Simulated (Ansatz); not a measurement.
`[OH][Ge]([SiH3])([Cl])[Cl]` from Hartree–Fock to CCSD(T)

```xyz
9

O    -2.002   -0.454    0.115
Ge   -0.458   -0.081   -0.646
Si    1.225    0.241    1.005
Cl    0.030   -1.683   -2.002
Cl   -0.722    1.659   -1.889
H    -2.715   -0.592   -0.516
H     2.481    0.546    0.281
H     1.348   -1.012    1.787
H     0.813    1.376    1.864
```

Charge 0, multiplicity 1. Correlated methods include outer-core shells of Ge, which these sets cover unevenly. Scalar relativity is left out up to krypton. The geometry is a stationary point of PBE0-D4/def2-TZVP. It is one conformer, not always the lowest. Frozen core, restricted reference, Ansatz 0.2.0.

```tsv
basis	HF (Eh)	MP2 corr.
def2-SVP	-3359.90779	-0.77455
def2-TZVPP	-3360.69502	-0.99072
def2-QZVPP	-3360.77483	-1.32268
```

**Question.** Estimate the CCSD correlation energy and the (T) correction in each basis where they were run (hartree).

**Answer.** 
```csv
basis,CCSD corr.,(T)
def2-SVP,-0.81815,-0.02039
def2-TZVPP,-1.04070,-0.04177
```
